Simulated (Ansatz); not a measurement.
Geometry optimisation, UKS BHLYP-D4/def2-SVPD (Ansatz).

input.yaml

```yaml
crystal:
  periodic: [false, false, false]
  atoms:
    - { symbol: Li, position_ang: [-0.65971, -0.91194, 1.72066] }
    - { symbol: Te, position_ang: [1.60362, -1.09319, 0.56922] }
    - { symbol: Si, position_ang: [0.26022, 0.44061, -0.79011] }
    - { symbol: H, position_ang: [-0.98466, -0.1112, -1.38006] }
    - { symbol: H, position_ang: [-0.21947, 1.67573, -0.11971] }
magnetization:
  spin_polarized: true
  initial_magnetization: 1
basis:
  gaussian: { orbitals: def2-SVPD }
hamiltonian:
  xc: { name: BHLYP }
  dispersion: d4
relax:
  f_tol: 0.015
  max_steps: 40
output:
  orbitals: {}
```

Command:

```bash
$ ansatz run input.yaml --threads 2 --pin off --max-ram 3072MiB --backend cpu --events-out ev --progress --plain --runs-dir out
```

Task: Where does it end, and by what steps?

Result: The forces met the threshold. The force dipped under the threshold on the way, but the program's further checks kept it going. After 18 steps the energy has fallen by 0.245 eV; H5 moved furthest, 0.95 Å. Joined: Li1–Si3, Li1–H5.

```json
{"step": "0", "energy less start (eV)": "0.0000", "largest force component (eV/Å)": "0.302", "accepted": "yes"}
{"step": "1", "energy less start (eV)": "-0.0144", "largest force component (eV/Å)": "0.210", "accepted": "yes"}
{"step": "2", "energy less start (eV)": "-0.0230", "largest force component (eV/Å)": "0.048", "accepted": "yes"}
{"step": "3", "energy less start (eV)": "-0.0231", "largest force component (eV/Å)": "0.009", "accepted": "yes"}
{"step": "4", "energy less start (eV)": "-0.0232", "largest force component (eV/Å)": "0.003", "accepted": "yes"}
{"step": "5", "energy less start (eV)": "-0.0232", "largest force component (eV/Å)": "0.004", "accepted": "yes"}
{"step": "6", "energy less start (eV)": "-0.0232", "largest force component (eV/Å)": "0.011", "accepted": "yes"}
{"step": "7", "energy less start (eV)": "-0.0226", "largest force component (eV/Å)": "0.184", "accepted": "no"}
{"step": "8", "energy less start (eV)": "-0.0244", "largest force component (eV/Å)": "0.061", "accepted": "yes"}
{"step": "9", "energy less start (eV)": "-0.0262", "largest force component (eV/Å)": "0.176", "accepted": "yes"}
{"step": "10", "energy less start (eV)": "-0.0302", "largest force component (eV/Å)": "0.312", "accepted": "yes"}
{"step": "11", "energy less start (eV)": "-0.0428", "largest force component (eV/Å)": "0.491", "accepted": "yes"}
{"step": "12", "energy less start (eV)": "-0.0984", "largest force component (eV/Å)": "0.443", "accepted": "yes"}
{"step": "13", "energy less start (eV)": "-0.1505", "largest force component (eV/Å)": "0.374", "accepted": "yes"}
{"step": "14", "energy less start (eV)": "-0.2312", "largest force component (eV/Å)": "0.191", "accepted": "yes"}
{"step": "15", "energy less start (eV)": "-0.1954", "largest force component (eV/Å)": "0.581", "accepted": "no"}
{"step": "16", "energy less start (eV)": "-0.2444", "largest force component (eV/Å)": "0.109", "accepted": "yes"}
{"step": "17", "energy less start (eV)": "-0.2433", "largest force component (eV/Å)": "0.227", "accepted": "no"}
{"step": "18", "energy less start (eV)": "-0.2454", "largest force component (eV/Å)": "0.007", "accepted": "yes"}
```

```xyz
5
Properties=species:S:1:pos:R:3
Li -0.321 -0.132 1.764
Te 1.396 -1.418 0.406
Si 0.280 0.453 -0.715
H -0.663 0.093 -1.812
H -0.691 1.005 0.356
```

Whether the end is a true minimum wasn't checked by a vibrational analysis.

The run took 71 s on 2 threads of Arm Neoverse V2, with other jobs on the host, peak memory 0.26 GiB.
